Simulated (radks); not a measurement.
Values are calculated unless marked as measured or tabulated.
Q: The lithium ion Li2+, 1s1. Level of theory: non-relativistic Kohn-Sham, exchange-only LDA, spin-polarised, spherical densities, point nucleus (a radial shooting solver on a logarithmic mesh with Libxc functionals). Every spin shell is full or empty, so the densities are truly spherical. Functionals are evaluated on that one density, not self-consistently. Rank these exchange functionals by their error against the exact value of the orbitals, and give that value: LDA, PBE, PBEsol, RPBE, OPTX, AM05, SOGGA, B86b, EV93, APBE, TPSS, r2SCAN, TASK.

A: Exact: -0.919879 hartree. From best to worst, with 100 (|E| - |E exact|)/|E exact| (equal figures are ties): TPSS +0.06, TASK +0.06, r2SCAN +0.06, RPBE -0.28, APBE -0.42, OPTX -0.52, B86b -1.02, PBE -1.97, EV93 +3.86, PBEsol -6.24, SOGGA -6.46, AM05 -10.96, LDA -14.17.
